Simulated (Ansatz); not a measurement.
Problem. Name a neutral molecule of Al, C, F, Si and H with size of the dipole moment (ωB97M-V/def2-TZVPP) between 1.80 and 2.10 D and HOMO–LUMO gap (ωB97M-V/def2-TZVPP) between 8.00 and 8.30 eV (Ansatz, PBE0-D4/def2-TZVP geometry).

Solution. `F[Si]1([AlH2])C[SiH2]1` (2.00 D, 8.18 eV). Other molecules can fit too; these were computed, each in one conformer that needn't be the lowest.
